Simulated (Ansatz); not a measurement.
C4H7, SMILES [CH2]C(=C)C, multiplicity 2. Atoms are numbered in the order given.

```xyz
11

C     -0.4028     1.2956    -0.4844
C      0.0600     0.0689    -0.0183
C      1.4232    -0.2092     0.0590
C     -0.9372    -0.9979     0.3913
H     -1.4709     1.5192    -0.5378
H      0.2945     2.0713    -0.8114
H      1.7888    -1.1685     0.4331
H      2.1655     0.5291    -0.2549
H     -1.8979    -0.5578     0.6969
H     -1.1391    -1.6838    -0.4487
H     -0.5565    -1.6054     1.2263
```
Charge 0, spin multiplicity 2.

Geometry: B3LYP-D3(BJ)/def2-SVP. The isomer is the one that the SMILES or the coordinates give; other isomers of the formula were not compared.

Two levels are set side by side: PBE-D3(BJ)/def2-SVP (Ansatz, an electronic-structure program) and B3LYP-D3(BJ)/def2-SVP (Ansatz). Each level has its own optimised geometry; the coordinates shown are those of the second. Differences are taken from unrounded values.

```
quantity              B3LYP-D3(BJ)
--------------------  ------------
mean bond length (Å)         1.198
bond C1–C2 (Å)               1.392
bond C2–C3 (Å)               1.393
bond C2–C4 (Å)               1.517
bond C1–H5 (Å)               1.093
bond C1–H6 (Å)               1.093
bond C3–H7 (Å)               1.093
bond C3–H8 (Å)               1.093
bond C4–H9 (Å)               1.100
bond C4–H10 (Å)              1.103
bond C4–H11 (Å)              1.101
```

### Question
What does PBE-D3(BJ) give, and how far is it from B3LYP-D3(BJ)? (An estimate is asked for; the answer gives what the named calculation found.)

### Answer

| quantity | PBE-D3(BJ) | PBE-D3(BJ) minus B3LYP-D3(BJ) |
|---|---|---|
| mean bond length (Å) | 1.204 | 0.007 |
| bond C1–C2 (Å) | 1.398 | 0.006 |
| bond C2–C3 (Å) | 1.400 | 0.006 |
| bond C2–C4 (Å) | 1.518 | 0.001 |
| bond C1–H5 (Å) | 1.100 | 0.008 |
| bond C1–H6 (Å) | 1.101 | 0.008 |
| bond C3–H7 (Å) | 1.100 | 0.008 |
| bond C3–H8 (Å) | 1.101 | 0.008 |
| bond C4–H9 (Å) | 1.107 | 0.007 |
| bond C4–H10 (Å) | 1.111 | 0.007 |
| bond C4–H11 (Å) | 1.108 | 0.007 |

Exact exchange shortens and stiffens bonds; PBE has none. Differences between two approximate levels are no errors against the true value.
